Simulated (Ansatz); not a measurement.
`[NH]=[Mo](=[NH])([NH2])[F]`. Charge 0, multiplicity 1. Mo takes the def2 core potential.

| atom | x (Å) | y (Å) | z (Å) |
| --- | --- | --- | --- |
| N1 | 0.800 | -0.419 | 1.473 |
| Mo2 | -0.322 | 0.231 | 0.337 |
| N3 | 0.287 | 1.647 | -0.434 |
| N4 | -0.547 | -1.098 | -1.044 |
| F5 | -1.928 | 0.636 | 1.208 |
| H6 | 1.665 | -0.439 | 1.996 |
| H7 | 0.966 | 2.377 | -0.603 |
| H8 | -0.610 | -0.864 | -2.022 |
| H9 | -0.310 | -2.069 | -0.911 |

What are the harmonic wavenumbers in cm⁻¹ at PBE0-D4/def2-TZVP (Ansatz, finite differences of forces, unscaled)? (An estimate is asked.)

Ansatz gave: 200, 235, 241, 243, 286, 332, 410, 471, 561, 606, 664, 710, 719, 740, 1007, 1038, 1543, 3585, 3621, 3624, 3691.

Is this a minimum?

Yes, all 21 modes are real.

Give the ideal-gas thermochemistry at 298.15 K and 1 bar (rigid rotor, harmonic oscillator; point group Cs, symmetry number 1).

Zero-point energy 146.7 kJ/mol; H(298) − E = 167.9 kJ/mol; entropy 343.3 J/(mol·K), of which translation 172.2, rotation 111.2, vibration 59.8; G(298) − E = 65.5 kJ/mol.

Rotational constants (cm⁻¹)?

0.122, 0.1067, 0.103.
